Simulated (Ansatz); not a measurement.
Start from `[NH2][Ga]([NH2])[O][SiH3]` and change one element to get `NB(N)O[SiH3]`.

Ansatz, PBE0-D4/def2-TZVP geometries, multiplicity 1. Each molecule was computed in one conformer, which needn't be the lowest.

Scalar relativity is left out up to krypton.

```json
{"property": "HOMO–LUMO gap (B3LYP/def2-TZVPP) / eV", "`[NH2][Ga]([NH2])[O][SiH3]`": "6.33"}
{"property": "LUMO energy (ωB97M-V/def2-TZVPP) / eV", "`[NH2][Ga]([NH2])[O][SiH3]`": "1.26"}
{"property": "size of the dipole moment (PBE/def2-TZVPP) / D", "`[NH2][Ga]([NH2])[O][SiH3]`": "2.35"}
{"property": "ideal-gas entropy at 298 K and 1 bar (rigid rotor, harmonic PBE0-D4/def2-TZVP) / J/(mol·K)", "`[NH2][Ga]([NH2])[O][SiH3]`": "411"}
{"property": "LUMO energy (PBE0/def2-TZVPP) / eV", "`[NH2][Ga]([NH2])[O][SiH3]`": "-0.36"}
{"property": "HOMO–LUMO gap (PBE/def2-TZVPP) / eV", "`[NH2][Ga]([NH2])[O][SiH3]`": "4.58"}
```

(1) What does the change do to each property? (Estimate.)

## Answers

(1) The calculation gave: 
```csv
property,`NB(N)O[SiH3]`,shift
HOMO–LUMO gap (B3LYP/def2-TZVPP) / eV,6.85,0.52
LUMO energy (ωB97M-V/def2-TZVPP) / eV,1.88,0.62
size of the dipole moment (PBE/def2-TZVPP) / D,1.68,-0.67
"ideal-gas entropy at 298 K and 1 bar (rigid rotor, harmonic PBE0-D4/def2-TZVP) / J/(mol·K)",365,-46
LUMO energy (PBE0/def2-TZVPP) / eV,0.39,0.75
HOMO–LUMO gap (PBE/def2-TZVPP) / eV,5.10,0.52
```

With PBE0 the HOMO rises by 0.29 eV and the LUMO rises by 0.75 eV, so the gap widens by about 0.46 eV. PBE moves the HOMO by 0.29 eV and ωB97M-V by 0.30 eV. Dipoles are sizes alone; their direction can turn. Modes under 60 cm⁻¹, often nearly free rotors, make the harmonic entropy too high.

Positive LUMOs are unbound, so they and the gaps depend on the basis.

B3LYP here is the variant with VWN-RPA as its local correlation; programs differ in this.
